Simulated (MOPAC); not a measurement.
MOPAC input (PM6):

```
PM6 FORCE THERMO(298,298) PRECISE LET CHARGE=-1 GEO-OK AUX(PRECISION=9) THREADS=1
C3H9Ge

C     1.72064430 1   -0.18659658 1   -0.62851103 1
Ge    0.15978509 1    0.05235786 1    0.23962864 1
C    -1.01598324 1    1.50342250 1   -0.48670958 1
C    -1.11620919 1   -1.49059516 1    0.15754075 1
H     2.64698108 1   -0.11165722 1   -0.13341821 1
H     1.76693863 1   -0.40915884 1   -1.65678143 1
H     0.30999904 1    0.36518787 1    1.71927430 1
H    -1.26674252 1    1.26075870 1   -1.51408606 1
H    -1.92163231 1    1.59655097 1    0.09653190 1
H    -0.46362312 1    2.43659358 1   -0.47340079 1
H    -0.63677451 1   -2.36152436 1    0.59058229 1
H    -2.03114872 1   -1.26493333 1    0.68768790 1
H    -1.33925731 1   -1.69657134 1   -0.88418848 1
```

Output:

```
 *******************************************************************************
 **                                                                           **
 **                              MOPAC v23.2.5                                **
 **                                                                           **
 *******************************************************************************
 ** MOPAC's Digital Object Identifier: https://doi.org/10.5281/zenodo.6511958 **
 **                                                                           **
 ** Please cite the open-source release paper for use of this MOPAC version:  **
 ** J. E. Moussa and J. J. P. Stewart (2026)                                  **
 ** MOPAC: An open-source semiempirical molecular orbital program             **
 ** J. Open Source Softw., 11(119), 8025, https://doi.org/10.21105/joss.08025 **
 *******************************************************************************

                              PM6 CALCULATION RESULTS

 *******************************************************************************
 *  PM6        - The PM6 Hamiltonian to be used
 *  GEO-OK     - OVERRIDE INTERATOMIC DISTANCE AND OTHER SAFETY CHECKS
 *
 *
 *
 *                 CHARGE ON SYSTEM = -1
 *
 *
 *
 *  LET        - OVERRIDE SOME SAFETY CHECKS
 *  PRECISE    - TIGHTER CRITERIA TO BE USED
 *  FORCE      - FORCE CALCULATION SPECIFIED
 *  AUX        - OUTPUT AUXILIARY INFORMATION
 *  THERMO     - THERMODYNAMIC QUANTITIES TO BE CALCULATED
 *******************************************************************************
PM6 FORCE THERMO(298,298) PRECISE LET CHARGE=-1 GEO-OK AUX(PRECISION=9) THREADS=1
 C3H9Ge

   ATOM   CHEMICAL          X               Y               Z
  NUMBER   SYMBOL      (ANGSTROMS)     (ANGSTROMS)     (ANGSTROMS)

     1       C          1.72064430  *  -0.18659658  *  -0.62851103  *
     2      Ge          0.15978509  *   0.05235786  *   0.23962864  *
     3       C         -1.01598324  *   1.50342250  *  -0.48670958  *
     4       C         -1.11620919  *  -1.49059516  *   0.15754075  *
     5       H          2.64698108  *  -0.11165722  *  -0.13341821  *
     6       H          1.76693863  *  -0.40915884  *  -1.65678143  *
     7       H          0.30999904  *   0.36518787  *   1.71927430  *
     8       H         -1.26674252  *   1.26075870  *  -1.51408606  *
     9       H         -1.92163231  *   1.59655097  *   0.09653190  *
    10       H         -0.46362312  *   2.43659358  *  -0.47340079  *
    11       H         -0.63677451  *  -2.36152436  *   0.59058229  *
    12       H         -2.03114872  *  -1.26493333  *   0.68768790  *
    13       H         -1.33925731  *  -1.69657134  *  -0.88418848  *

          CARTESIAN COORDINATES

    NO.       ATOM           X           Y           Z

     1         C          1.7206     -0.1866     -0.6285
     2        Ge          0.1598      0.0524      0.2396
     3         C         -1.0160      1.5034     -0.4867
     4         C         -1.1162     -1.4906      0.1575
     5         H          2.6470     -0.1117     -0.1334
[...]
 TRANSITION DIPOLE   0.4376         C  4 -- H 12         +32.8% ( 58.9%)     99.3%
 TRAVEL (Ang.)       0.3096         C  3 -- H 10         +10.2% ( 32.8%)     88.8%
 REDUCED MASS        0.2584         C  4 -- H 11         +10.1% ( 32.7%)     86.7%
 EFFECTIVE MASS      1.4932
 FORCE CONSTANT      1.1286

 VIBRATION         30   17A'          ATOM PAIR      ENERGY CONTRIBUTION    RADIAL
 FREQUENCY          2782.22         C  1 -- H  5         +57.0% ( 77.7%)     98.6%
 TRANSITION DIPOLE   0.4994         C  1 -- H  6         +41.9% ( 66.7%)     97.4%
 TRAVEL (Ang.)       0.2136         C  1 -- Ge 2          +1.0% ( 10.3%)      0.2%
 REDUCED MASS        0.5312
 EFFECTIVE MASS      1.5393
 FORCE CONSTANT      2.4227

 VIBRATION         31   14A"          ATOM PAIR      ENERGY CONTRIBUTION    RADIAL
 FREQUENCY          2785.94         C  4 -- H 13         +18.1% ( 41.0%)     98.0%
 TRANSITION DIPOLE   0.6502         C  3 -- H  8         +17.1% ( 39.8%)     98.0%
 TRAVEL (Ang.)       0.3835         C  4 -- H 11         +16.7% ( 39.3%)     97.4%
 REDUCED MASS        0.1646         C  4 -- H 12         +16.5% ( 39.1%)     97.6%
 EFFECTIVE MASS      1.0909         C  3 -- H 10         +15.8% ( 38.2%)     97.6%
 FORCE CONSTANT      0.7527         C  3 -- H  9         +15.6% ( 38.0%)     97.6%

 VIBRATION         32   18A'          ATOM PAIR      ENERGY CONTRIBUTION    RADIAL
 FREQUENCY          2787.33         C  3 -- H  8         +18.2% ( 41.1%)     97.9%
 TRANSITION DIPOLE   0.5842         C  4 -- H 13         +17.2% ( 39.9%)     97.8%
 TRAVEL (Ang.)       0.3857         C  3 -- H  9         +16.4% ( 38.9%)     97.5%
 REDUCED MASS        0.1626         C  3 -- H 10         +16.4% ( 38.9%)     97.5%
 EFFECTIVE MASS      1.0954         C  4 -- H 12         +15.5% ( 37.9%)     97.4%
 FORCE CONSTANT      0.7442         C  4 -- H 11         +15.5% ( 37.8%)     97.3%

 VIBRATION         33   19A'          ATOM PAIR      ENERGY CONTRIBUTION    RADIAL
 FREQUENCY          2827.48         C  1 -- H  6         +57.6% ( 74.4%)     97.8%
 TRANSITION DIPOLE   0.6154         C  1 -- H  5         +41.4% ( 63.1%)     95.8%
 TRAVEL (Ang.)       0.2209         C  1 -- Ge 2          +0.4% (  6.1%)     98.3%
 REDUCED MASS        0.4889         C  3 -- H  8          +0.1% (  3.2%)     96.5%
 EFFECTIVE MASS      1.2048
 FORCE CONSTANT      2.3031

      SYMMETRY NUMBER FOR POINT-GROUP Cs  =  1

          SYSTEM IS A GROUND STATE

 C3H9Ge

          MOLECULE IS NOT LINEAR

          THERE ARE 33 GENUINE VIBRATIONS IN THIS SYSTEM
          THIS THERMODYNAMICS CALCULATION IS LIMITED TO
          MOLECULES WHICH HAVE NO INTERNAL ROTATIONS

                    CALCULATED THERMODYNAMIC PROPERTIES
                                          *
   TEMP. (K)   PARTITION FUNCTION   H.O.F.    ENTHALPY  HEAT CAPACITY ENTROPY
                                   KCAL/MOL   CAL/MOLE    CAL/K/MOL  CAL/K/MOL

 298.00  VIB.     0.1807D+03                  3271.0122    21.2501    21.3034
         ROT.     0.9908D+05                   888.2803     2.9808    25.8410
         INT.     0.1790D+08                  4159.2926    24.2309    47.1444
         TRA.     0.1234D+28                  1480.4672     4.9680    40.2014
         TOT.                       21.353    5639.7597    29.1989    87.3458

   *: NOTE: HEATS OF FORMATION ARE RELATIVE TO THE
            ELEMENTS IN THEIR STANDARD STATE AT 298K
              (=  Standard Enthalpy of Formation).

            Hvib:  Zero-point energy is not included.
                   frequencies of less than zero cm-1 are not included.
            Hrot = (3/2)RT
            Htra = (3/2)RT + pV = (5/2)RT

            Heat capacity is Cp, not Cv

          For more information, see: HTTP://OpenMOPAC.net/Manual/thermochemistry.html

           FORCE CONSTANT IN CARTESIAN COORDINATES (Millidynes/A)

    ATOM   CHEMICAL       X               Y               Z
   NUMBER   SYMBOL  FORCE CONSTANT  FORCE CONSTANT  FORCE CONSTANT

      1       C        6.089109        2.395550        4.702473
      2      Ge        5.457831        3.501428        4.025522
      3       C        5.782445        4.371865        5.963503
      4       C        5.782416        5.690418        4.644979
      5       H        1.724993        1.003817        2.382041
      6       H        1.765320        1.025966        2.379095
      7       H        0.756995        0.923692        1.955478
      8       H        0.832962        1.397867        3.028415
      9       H        4.163486        0.553947        0.553320
     10       H        0.913432        1.471394        2.874523
     11       H        0.913387        3.767174        0.578787
     12       H        4.163477        0.546999        0.560278
     13       H        0.832963        1.574433        2.851848

 **********************
 *                    *
 * JOB ENDED NORMALLY *
 *                    *
 **********************

 == MOPAC DONE ==
```

The dipole moment of an ion depends on the origin.
